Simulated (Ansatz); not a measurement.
CH$_{5}$BO$_{2}$ (`OBCO`). The species carries charge 0 and has multiplicity 1.

Cartesian coordinates in Å:
```
O 0.506 0.506 1.369
B -0.003 -0.497 0.610
C -0.280 -0.173 -0.891
O 0.030 1.141 -1.306
H 0.664 0.272 2.286
H -0.223 -1.578 1.086
H 0.273 -0.898 -1.510
H -1.341 -0.388 -1.101
H 0.373 1.615 -0.543
```

Give the diagnostics of a CCSD(T)/def2-TZVPP run (frozen core, the Gaussian-basis code of Ansatz). (Best estimate.)

Computed: T1 = 0.0121, largest single amplitude 0.029, largest double 0.026, (T) share of the correlation energy 3.5 %, 9 CCSD cycles. The RHF solution is stable towards an unrestricted one. T1 lies under the customary mark of 0.02 for closed shells.
